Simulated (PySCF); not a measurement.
Species: C₁₂H₉F.
Z-matrix (Å and degrees, PBE0-D3(BJ)/def2-SVP geometry), rows numbered from 1:
```
F 
C   1  1.3348
C   2  1.3884  1  117.95
C   3  1.3921  2  119.48  1  -179.30
C   4  1.3940  3  119.62  2     0.06
C   5  1.3917  4  119.91  3     0.05
C   2  1.4009  1  119.45  3  -179.17
C   7  1.4799  2  122.37  1     0.14
C   8  1.4026  7  120.11  2   139.01
C   9  1.3923  8  120.96  7   178.59
C  10  1.3938  9  120.15  8     0.06
C  11  1.3942 10  119.48  9     0.12
C  12  1.3919 11  120.39 10    -0.04
H   3  1.0915  2  118.56  1     0.32
H   4  1.0923  3  119.82  2  -179.80
H   5  1.0918  4  120.26  3  -179.47
H   6  1.0924  5  119.76  4  -178.77
H   9  1.0926  8  119.33  7    -2.68
H  10  1.0927  9  119.70  8   179.57
H  11  1.0925 10  120.27  9   179.91
H  12  1.0926 11  120.05 10  -179.88
H  13  1.0906  8  119.53  7     1.06
```

Method: PBE0-D3(BJ)/def2-SVP geometry optimisation, gas phase (PySCF).

Take the most abundant isotopes and a rigid rotor. The values belong to one conformer with, in the numbering `[F:1][c:2]1[cH:3][cH:4][cH:5][cH:6][c:7]1-[c:8]1[cH:9][cH:10][cH:11][cH:12][cH:13]1`, C6–C7–C8–C9 -40°.

(1) What are A, B and C (GHz)?

(2) Classify the top.

(3) What does the inertial defect say?

(4) Give the other two planar moments, Paa and Pbb, and the rms extents of the mass along the axes.

(5) Give the coordinates in the principal-axis frame, origin at the centre of mass.

(6) Where do the levels up to J = 3 lie, in K?

(7) Which types of transition are allowed, and where do some lines up to J = 3 fall?

(8) Estimate the classical rotational partition function at 10 K, 50 K and 100 K.

Answers

(1) Ia = 266.15, Ib = 949.23, Ic = 1157.83 u·Å²; 505379 MHz·u·Å²/I gives 1899, 532.4 and 436.5 MHz, that is A = 1.8989, B = 0.5324, C = 0.4365 GHz.

(2) An asymmetric top: κ = (2 × 532.4 − 1899 − 436.5)/(1899 − 436.5) = -0.87.

(3) Not planar: Δ = Ic − Ia − Ib = -57.55 u·Å². For a rigid frame Δ = −2 Σ m c², so Σ m c² = 28.77 u·Å² lies off the ab plane: 5.18 from hydrogen and 23.60 from heavier atoms. The atom farthest from that plane is 1.08 Å away.

(4) Paa = Σ m a² = (Ib + Ic − Ia)/2 = 920.45 and Pbb = Σ m b² = (Ia + Ic − Ib)/2 = 237.37 u·Å². With the mass M = 172.07 u, the rms extents √(P/M) along a, b and c are 2.31, 1.17, 0.41 Å.

(5) The sense of each axis is arbitrary; atoms in the order of the calculation.
| atom | mass (u) | a (Å) | b (Å) | c (Å) |
| --- | --- | --- | --- | --- |
| F1 | 18.998 | -0.879 | 2.038 | 0.450 |
| C2 | 12.000 | -1.444 | 0.859 | 0.182 |
| C3 | 12.000 | -2.831 | 0.788 | 0.180 |
| C4 | 12.000 | -3.454 | -0.430 | -0.081 |
| C5 | 12.000 | -2.679 | -1.560 | -0.335 |
| C6 | 12.000 | -1.290 | -1.466 | -0.325 |
| C7 | 12.000 | -0.631 | -0.254 | -0.066 |
| C8 | 12.000 | 0.847 | -0.177 | -0.041 |
| C9 | 12.000 | 1.595 | -1.209 | 0.545 |
| C10 | 12.000 | 2.987 | -1.169 | 0.553 |
| C11 | 12.000 | 3.659 | -0.093 | -0.025 |
| C12 | 12.000 | 2.928 | 0.940 | -0.608 |
| C13 | 12.000 | 1.536 | 0.901 | -0.615 |
| H14 | 1.008 | -3.400 | 1.695 | 0.390 |
| H15 | 1.008 | -4.545 | -0.491 | -0.087 |
| H16 | 1.008 | -3.157 | -2.518 | -0.549 |
| H17 | 1.008 | -0.685 | -2.349 | -0.544 |
| H18 | 1.008 | 1.075 | -2.044 | 1.020 |
| H19 | 1.008 | 3.549 | -1.980 | 1.021 |
| H20 | 1.008 | 4.751 | -0.059 | -0.019 |
| H21 | 1.008 | 3.445 | 1.787 | -1.066 |
| H22 | 1.008 | 0.974 | 1.714 | -1.077 |

(6) Above 0(0,0), as E/k:
J = 1: 1(0,1) 0.046, 1(1,1) 0.112, 1(1,0) 0.117
J = 2: 2(0,2) 0.139, 2(1,2) 0.200, 2(1,1) 0.214, 2(2,1) 0.411, 2(2,0) 0.411
J = 3: 3(0,3) 0.278, 3(1,3) 0.333, 3(1,2) 0.361, 3(2,2) 0.551, 3(2,1) 0.552, 3(3,1) 0.890, 3(3,0) 0.890

(7) The dipole components are |μa| = 0.42 D, |μb| = 1.01 D, |μc| = 0.27 D. Intensities carry the squares of the components, which stand as 0.17 : 1.00 : 0.07 (a : b : c). Some of the stronger lines:

```csv
type,branch,"J(Ka,Kc)",MHz,lower level (cm⁻¹)
b,R,"2(0,2) ← 1(1,1)",566,0.078
a,Q,"3(1,2) ← 3(1,3)",575,0.231
a,R,"1(0,1) ← 0(0,0)",969,0.000
b,Q,"1(1,0) ← 1(0,1)",1462,0.032
b,R,"3(0,3) ← 2(1,2)",1612,0.139
a,R,"2(1,2) ← 1(1,1)",1842,0.078
a,R,"2(1,1) ← 1(1,0)",2034,0.081
b,R,"1(1,1) ← 0(0,0)",2335,0.000
a,R,"3(1,3) ← 2(1,2)",2760,0.139
a,R,"3(0,3) ← 2(0,2)",2887,0.097
a,R,"3(2,2) ← 2(2,1)",2907,0.286
a,R,"3(2,1) ← 2(2,0)",2926,0.286
a,R,"3(1,2) ← 2(1,1)",3047,0.149
b,R,"2(1,2) ← 1(0,1)",3208,0.032
b,Q,"3(2,1) ← 3(1,2)",3983,0.251
b,R,"3(1,3) ← 2(0,2)",4035,0.097
b,Q,"2(2,0) ← 2(1,1)",4104,0.149
b,Q,"2(2,1) ← 2(1,2)",4387,0.139
b,Q,"3(2,2) ← 3(1,3)",4534,0.231
b,R,"2(2,1) ← 1(1,0)",6133,0.081
b,R,"2(2,0) ← 1(1,1)",6234,0.078
b,R,"3(2,2) ← 2(1,1)",7006,0.149
b,Q,"3(3,0) ← 3(2,1)",7051,0.383
b,Q,"3(3,1) ← 3(2,2)",7075,0.383
b,R,"3(2,1) ← 2(1,2)",7318,0.139
b,R,"3(3,1) ← 2(2,0)",9977,0.286
b,R,"3(3,0) ← 2(2,1)",9982,0.286
```

(8) Point group C1, symmetry number σ = 1; q = (√π/σ)·√((kT/h)³/(ABC)), k/h = 20836.6 MHz/K: 8030 at 10 K, 89700 at 50 K, 254000 at 100 K.

Stationary, but not proved a minimum. Constants of a rigid frame at the computed geometry: no zero-point averaging, no centrifugal distortion.
